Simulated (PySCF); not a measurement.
**Deuteron quadrupole couplings in `[SiH3]C[SiH]1OCCCO1`**

C₄H₁₂O₂Si₂.
SMILES with atom numbers: `[SiH3:1][CH2:2][SiH:3]1[O:4][CH2:5][CH2:6][CH2:7][O:8]1` (hydrogens: H9, H10, H11 on Si1; H12, H13 on C2; H14 on Si3; H15, H16 on C5; H17, H18 on C6; H19, H20 on C7)

Cartesian coordinates in Å at the PBE0-D3(BJ)/def2-SVP level; atoms count from 1:
```xyz
20
C4H12O2Si2 angstrom
Si     2.5938   -0.2063    0.4318
C      1.8873    1.2047   -0.5946
Si     0.0276    1.2672   -0.5414
O     -0.6158    0.0897   -1.5253
C     -1.3764   -0.9967   -1.0490
C     -2.1796   -0.6476    0.1949
C     -1.3008   -0.1762    1.3434
O     -0.5070    0.9374    1.0014
H      4.0130   -0.4961    0.0585
H      1.7997   -1.4557    0.2076
H      2.5452    0.1233    1.8871
H      2.3032    2.1614   -0.2356
H      2.1909    1.0910   -1.6496
H     -0.4759    2.6004   -0.9717
H     -0.7072   -1.8516   -0.8302
H     -2.0526   -1.3169   -1.8585
H     -2.7534   -1.5317    0.5179
H     -2.9124    0.1396   -0.0547
H     -1.9237    0.1026    2.2093
H     -0.6454   -1.0061    1.6722
```

Level: PBE0/pcSseg-1 (PySCF, non-relativistic); Q(2H) = 0.00286 b; rigid geometry, the same for H and D, with no vibrational averaging.

Task: Rank these positions by the coupling χzz of a deuteron there, largest first.
A. H17 (methylene hydrogen)
B. H12 (methylene hydrogen)
C. H19 (methylene hydrogen)
D. H15 (methylene hydrogen)
E. H10 (Si–H hydrogen)

Result: B (199 kHz), A (192 kHz), C (187 kHz), D (181 kHz), E (94 kHz).

Task: What are Vzz, η and χzz (234.96 MHz × Q × Vzz) at all hydrogens?

Result: 
```
atom  bonded to  bond length (Å)  Vzz (au)     η  χzz (kHz)
  H9        Si1            1.496    0.1398  0.01         94
 H10        Si1            1.497    0.1396  0.03         94
 H11        Si1            1.493    0.1420  0.02         95
 H12         C2            1.103    0.2967  0.01        199
 H13         C2            1.104    0.2956  0.01        199
 H14        Si3            1.489    0.1390  0.01         93
 H15         C5            1.108    0.2691  0.06        181
 H16         C5            1.102    0.2788  0.06        187
 H17         C6            1.102    0.2863  0.03        192
 H18         C6            1.104    0.2811  0.01        189
 H19         C7            1.102    0.2786  0.06        187
 H20         C7            1.107    0.2692  0.06        181
```

Task: Average by the element that carries the hydrogen.

Result: on Si: 94 kHz over 4 positions, mean bond length 1.494 Å; on C: 189 kHz over 8 positions, mean bond length 1.104 Å.

One conformer (not necessarily the lowest) at the PBE0-D3(BJ)/def2-SVP geometry, without solvent, vibrations or thermal averaging. These gradients aren't converged with respect to the basis.
